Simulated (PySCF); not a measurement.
**Relaxation of singlet HSn(OH)**

Method: PySCF, PBE0, basis Sn def2-TZVP with ECP28, H def2-TZVP, O def2-TZVP (scalar-relativistic core potentials, no spin–orbit coupling, density fitting). A (50,194) grid was used.

A hand-made bent (heavy-atom frame) start, with no symmetry imposed:

```xyz
4
charge 0 multiplicity 1, angstrom
Sn    0.1984   -0.0054   -0.1533
H     1.6073   -0.0054    0.8333
O    -1.4645   -0.0054    1.0111
H    -1.9700    0.7300    1.3650
```

Problem. What forces act on the atoms at the start (eV/Å)?

Solution. 
| atom | Fx | Fy | Fz |
| --- | --- | --- | --- |
| Sn1 | -1.49 | -0.01 | -0.94 |
| H2 | 0.47 | 0.06 | 1.07 |
| O3 | 0.79 | -0.02 | -0.12 |
| H4 | 0.24 | -0.03 | -0.01 |

Problem. What does it relax to?

Solution. It ends at Cs with O–H 0.960 Å, Sn–H 1.795 Å, Sn–O 1.981 Å; H–O–Sn 114.3°, H–Sn–O 94.2° (after a last refinement on a finer grid). A frequency run shows a minimum.

Problem. How much energy is released, and in how many steps?

Solution. 50.8 kJ/mol in 14 steps.
